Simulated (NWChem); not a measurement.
Species: Si2H6O3; SMILES O[Si](O)(O)[SiH3]

```xyz
11

O     -1.5623     0.0031    -0.8890
Si     0.0000     0.0000    -0.3120
O      0.7838     1.3514    -0.8890
O      0.7785    -1.3545    -0.8890
Si     0.0000     0.0000     2.0212
H     -1.7764    -0.7518    -1.4569
H      0.2371     1.9143    -1.4569
H      1.5393    -1.1625    -1.4569
H     -0.5971    -1.2599     2.5453
H     -0.7926     1.1470     2.5453
H      1.3896     0.1129     2.5453
```
Atoms are numbered in this order, from 1.

This is a stationary point of B3LYP/6-31G* (spherical d) (NWChem), point group C3. 

Is it a minimum? If not, what does it relax to?

No. It has an imaginary frequency of 51i cm⁻¹. Following that mode (on a finer grid) lowers the energy by 0.4 kcal/mol and ends, with real frequencies alone, at point group C1:
```xyz
11

O     -1.4465    -0.0440    -1.1531
Si     0.0767    -0.0180    -0.4701
O      0.7577     1.3582    -1.1012
O      1.0077    -1.3250    -0.8860
Si    -0.0026    -0.0299     1.8653
H     -2.0020    -0.8066    -0.9377
H      0.1207     1.9682    -1.5014
H      1.3463    -1.3168    -1.7950
H     -0.6632    -1.2702     2.3644
H     -0.8038     1.1303     2.3478
H      1.3571     0.0555     2.4631
```
